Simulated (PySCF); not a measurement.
Atom-mapped SMILES (the numbers label the heavy atoms): `[F:1][CH:2]([F:3])[C:4]#[C:5][SiH3:6]`. Hydrogens are named by the atom that carries them.

Geometry: PBE0-D3(BJ)/def2-SVP; GIAO absolute shieldings from PySCF, gas phase, non-relativistic, averaged over equivalent atoms.

At PBE0/6-31G* (96 basis functions, 7.5 s wall time on 1 thread of an Arm Neoverse V1, shared host):
```
 atoms  σ (ppm)
 F1/F3    322.7
    C2     93.6
    C4     96.9
    C5    115.2
   Si6    480.6
 H(C2)    25.82
H(Si6)    27.61
```

Question: What do these become at PBE/pcSseg-2?

Answer: 
```json
{"atoms": "F1/F3", "σ at PBE/pcSseg-2": "279.2", "change": "-43.5"}
{"atoms": "C2", "σ at PBE/pcSseg-2": "65.8", "change": "-27.8"}
{"atoms": "C4", "σ at PBE/pcSseg-2": "69.1", "change": "-27.8"}
{"atoms": "C5", "σ at PBE/pcSseg-2": "90.2", "change": "-25.0"}
{"atoms": "Si6", "σ at PBE/pcSseg-2": "424.6", "change": "-56.0"}
{"atoms": "H(C2)", "σ at PBE/pcSseg-2": "24.74", "change": "-1.08"}
{"atoms": "H(Si6)", "σ at PBE/pcSseg-2": "26.84", "change": "-0.77"}
```

The largest change is at Si6 (silicon bonded to C, 3 H). Cost: 279 basis functions, 40 s wall time on 1 thread of an Arm Neoverse V1, shared host. The order of the carbon signals is the same at both levels.
